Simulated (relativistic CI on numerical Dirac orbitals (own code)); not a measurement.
**Spin-allowed bands of a d7 ion in a tetrahedral site, by hand**

Problem. A d7 ion in a tetrahedral site has a 4A2 ground term and spin-allowed bands at ν1 = 9410 and ν2 = 14100 cm⁻¹ (from a computed ligand-field model). Find Δ and the Racah parameter B, and predict the third band.

Working.
1. The F term splits into A2 (−1.2Δ), T2 (−0.2Δ) and T1 (+0.6Δ), so ν1 = E(T2) − E(A2) = Δ = 9410 cm⁻¹.
2. T1(F) mixes with T1(P), which lies at 15B, through an element 0.4Δ. The two roots, counted from A2, are ν2,3 = ½(15B + 3Δ) ∓ ½√[(15B − Δ)² + 12BΔ].
3. Solving the lower root for B gives B = (2ν1² + ν2² − 3ν1ν2)/(15ν2 − 27ν1) = -22136800/-42570 = 520 cm⁻¹.
4. The sum of the roots is 15B + 3Δ, so ν3 = 15B + 3ν1 − ν2 = 21930 cm⁻¹ (456 nm).

Check. The bands were computed by exact diagonalisation of the d7 shell with B = 520 and Δ = 9410 cm⁻¹, which gives ν3 = 21930 cm⁻¹. C does not enter the terms of highest spin.
